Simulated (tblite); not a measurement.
C₄H₉FS₂Si₂.
Numbering: `[F:1][Si@@H:2]1[CH2:3][C:4](=[S:5])[C@@H:6]([S:7][SiH3:8])[CH2:9]1` (hydrogens: H10 on Si2; H11, H12 on C3; H13 on C6; H14, H15, H16 on Si8; H17, H18 on C9)

The geometry is computed with GFN2-xTB (gas phase).

(1) List the bond lengths, angles and torsions at this level.

## Answers

(1) 
```tsv
bond	length (Å)
F1–Si2	1.617
Si2–C3	1.905
C3–C4	1.492
C4=S5	1.626
C4–C6	1.487
C6–S7	1.855
S7–Si8	2.153
C6–C9	1.525
Si2–C9	1.899
Si2–H10	1.448
C3–H11	1.090
C3–H12	1.092
C6–H13	1.091
Si8–H14, Si8–H15, Si8–H16	1.454
C9–H17	1.092
C9–H18	1.087
```

Bonds in one row agree within 0.01 Å and their mean is given. A selection of angles:
```tsv
angle	degrees
F1–Si2–C3	110.1
F1–Si2–C9	109.8
C3–Si2–C9	93.8
Si2–C3–C4	105.1
C3–C4–S5	123.9
C3–C4–C6	113.8
S5–C4–C6	122.2
C4–C6–S7	105.5
C4–C6–C9	109.7
S7–C6–C9	108.6
C6–S7–Si8	101.6
Si2–C9–C6	104.0
```

Torsions: F1–Si2–C3–C4 -112° (anticlinal); Si2–C3–C4–S5 157° (antiperiplanar); C3–C4–C6–S7 -76° (synclinal); C4–C6–S7–Si8 -76° (synclinal); C4–C6–C9–Si2 -35° (synclinal); F1–Si2–C9–C6 132° (anticlinal).

The 3 C–C bonds span 1.487 Å (C4–C6, drawn single) to 1.525 Å (C6–C9, drawn single), a spread of 0.038 Å. The 5-membered ring Si2–C3–C4–C6–C9 has internal angles of 93.8° to 113.8°; it is puckered, 0.16 Å rms from its mean plane, widest ring torsion 40°. Of the pairs four or more bonds apart, S5···Si8 is among the closest relative to their van der Waals radii: 3.71 Å, 95 % of the sum of Bondi's values. Si2 (fluorine-bound silicon) has angles from 93.8° to 118.8°. The C–S distances run from 1.626 Å (C4=S5, drawn double) to 1.855 Å (C6–S7, drawn single), a spread of 0.229 Å. Si8 (SiH3 silicon) is distorted tetrahedral (angles from 101.4° to 114.0°).

Point group: C1 (no symmetry element, even within 0.4 Å). Its GFN2-xTB frequencies are all real (lowest 25 cm⁻¹). One conformer, not necessarily the lowest. 3 starts were optimised and ended at 0.00, 4.53 and 5.61 kcal/mol (GFN2-xTB); the lowest of these is shown.

On one thread of an Arm Neoverse N1 (shared host), this took 1.9 s of wall time. These figures are those of the optimisation.
